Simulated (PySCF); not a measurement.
Electron correlation in C²⁺ (carbon, charge +2)

[He] 2s2, closed-shell 1S. Calculation: PySCF 2.14, in cc-pVTZ (4s3p2d1f, 30 functions); no relativity, point nucleus. Frozen: 1s2; 2 electrons correlated.

Total MP2 correlation energy: -43.00 mhartree.

Same-spin part 0.00 and opposite-spin part -43.00 mhartree; SCS-MP2 scales them by 1/3 and 6/5 to -51.60 mhartree.

With two correlated electrons CCSD is exact within the correlated space (frozen core and kept virtual orbitals).

| level | correlation energy (mhartree) |
| --- | --- |
| CCSD | -72.89 |

Diagnostics: T1 = 0.0085, D1 = 0.0120, largest double amplitude 0.156.

A double-excitation amplitude exceeds 0.15, a sign of near-degeneracy.

Cost of the coupled-cluster step: 0.09 s of wall time on 1 thread of Intel(R) Xeon(R) Platinum 8375C CPU @ 2.90GHz (shared host), for 2 correlated electrons.
